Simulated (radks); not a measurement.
Values are calculated unless marked as measured or tabulated.
P4+, configuration [Ne] 3s0.75 3d0.25 (fractional occupations, a model configuration). Code: a radial shooting solver on a logarithmic mesh with Libxc functionals. Model: scalar-relativistic Kohn-Sham, XLYP, spin-polarised, spherical densities, point nucleus; open shells are filled with parallel spins first.

Unscreened Slater integrals over Kohn-Sham orbitals (hartree). They are taken over the spin-up orbitals.

| integral | value |
|---|---|
| F0(3d,3d) | 0.47195 |
| F2(3d,3d) | 0.24021 |
| F4(3d,3d) | 0.15464 |
| F0(3d,3s) | 0.51209 |
| G2(3d,3s) | 0.24437 |
| F0(3d,2p) | 0.61957 |
| F2(3d,2p) | 0.10367 |
| G1(3d,2p) | 0.066637 |
| G3(3d,2p) | 0.037480 |
| F0(3d,2s) | 0.61909 |
| G2(3d,2s) | 0.053020 |
| F0(3s,3s) | 0.56621 |
| F0(3s,2p) | 0.74585 |
| G1(3s,2p) | 0.063723 |
| F0(3s,2s) | 0.73897 |
| G0(3s,2s) | 0.050648 |
| F0(2p,2p) | 1.9100 |
| F2(2p,2p) | 0.88077 |
| F0(2p,2s) | 1.8151 |
| G1(2p,2s) | 1.0785 |
| F0(2s,2s) | 1.7528 |

Derived for the open shells (J is the average intra-shell exchange parameter used in DFT+U). 3d: Racah B = F2/49 - 5 F4/441 = 0.003149 hartree, C = 35 F4/441 = 0.01227 hartree, C/B = 3.90, F4/F2 = 0.644, J = (F2 + F4)/14 = 0.02820 hartree.
